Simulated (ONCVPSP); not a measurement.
u(r) = r·R(r): atom against pseudo-atom (beryllium)

Columns: radius, all-electron u(r) and pseudo u(r) of the 1s shell (level -117.77 eV) of beryllium in the configuration 1s2 2s1; PBE, non-relativistic, ONCV scheme, ONCVPSP 4.0.1.

```csv
r (bohr),all-electron,pseudo
0.045,0.5516,0.3191
0.090,0.9241,0.6206
0.135,1.1621,0.8884
0.180,1.3014,1.1096
0.225,1.3696,1.2762
0.270,1.3867,1.3846
0.315,1.3676,1.4365
0.360,1.3235,1.4376
0.405,1.2628,1.3969
0.450,1.1919,1.3251
0.495,1.1152,1.2327
0.540,1.0361,1.1297
0.585,0.9572,1.0244
0.630,0.8800,0.9230
0.675,0.8057,0.8297
0.720,0.7352,0.7462
0.765,0.6689,0.6727
0.810,0.6069,0.6077
0.855,0.5493,0.5494
0.900,0.4962,0.4962
0.945,0.4474,0.4474
0.990,0.4027,0.4027
1.035,0.3618,0.3618
1.080,0.3246,0.3246
1.125,0.2908,0.2908
1.170,0.2604,0.2604
```

(1) How many radial nodes do the two functions have?

(2) At about which radius was the pseudo-wave matched?

(3) Where does each function peak?

(4) Is the pseudo-wave norm-conserving?

Results:

(1) The all-electron 1s function has n − l − 1 = 0; the pseudo-wave has 0.

(2) 0.90 bohr, where the columns begin to agree (steps of 0.04 bohr).

(3) Outermost all-electron maximum near 0.27 bohr, pseudo maximum near 0.36 bohr (to the table’s step).

(4) Yes: the ONCV scheme keeps the norm inside the radius equal to the all-electron one, which fixes the energy derivative of the logarithmic derivative at the level.
